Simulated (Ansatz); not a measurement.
Basis sets compared for the cluster Ge2O4⁺. The state is a doublet with charge 1. Geometry PBE-D4/def2-SVP. Ansatz on 4 threads of Arm Neoverse V2 on a shared host; times are rough, and most runs start from earlier orbitals.

Cartesian coordinates in Å:
```
Ge 0.2700 1.6929 -0.0007
Ge 0.4969 -1.6245 0.2362
O -1.1848 0.5364 0.7242
O 0.0554 0.1862 1.3403
O 0.8287 -0.1045 -1.0658
O -0.4661 -0.6864 -1.2342
```

The structure holds 2 bonds between oxygen atoms, so isomers without such links may lie far lower. Another isomer (doublet) lies 1.70 eV lower at PBE0-D4/def2-TZVP; other spin states weren't run for this one.

```
           level  functions  energy (Eh)  HOMO (eV)  LUMO (eV)  wall time
 PBE-D4/def2-SVP        120   -4452.8179     -11.86     -11.00      1.8 s
PBE0-D4/def2-SVP        120   -4452.8490     -13.04     -10.29      3.1 s
```

(1) Estimate the rows for PBE-D4/def2-TZVP (with forces), PBE0-D4/def2-TZVP.

Answers

(1) 
```tsv
level	functions	energy (Eh)	HOMO (eV)	LUMO (eV)	wall time
PBE-D4/def2-TZVP (with forces)	220	-4453.7103	-11.82	-10.96	4.3 s
PBE0-D4/def2-TZVP	220	-4453.7446	-12.94	-10.18	9 s
```
